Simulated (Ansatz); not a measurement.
Mulliken charges of CH$_{4}$SeSi, SMILES `C1[SiH2][Se]1` from r2SCAN/def2-TZVPP in Ansatz (PBE0-D4/def2-TZVP geometry).

```
atom   x (Å)   y (Å)   z (Å)  charge (e)
  C1  -0.673  -0.542  -0.370      -0.253
 Si2   0.686   0.376   0.463       0.321
 Se3  -0.343   1.206  -1.326      -0.178
  H4  -0.445  -1.397  -0.997       0.114
  H5  -1.659  -0.578   0.081       0.114
  H6   0.424   0.989   1.783      -0.059
  H7   2.071  -0.123   0.320      -0.059
```

Question: By hand: the dipole of these point charges (1 e Å = 4.8032 D).

Answer: Σ q r = (0.064, -0.233, 0.250) e Å, of length 0.348 e Å = 1.67 D.

Question: How does the dipole of the full density compare? (An estimate is asked.)

Answer: Computed: (0.053, -0.253, 0.252) e Å, 1.73 D; the point charges give 0.97 times that, at 3° from its direction.

Point charges leave out the atoms' own dipoles, such as those of lone pairs, and Mulliken's split depends on the basis, so the close match here is no proof of good charges.
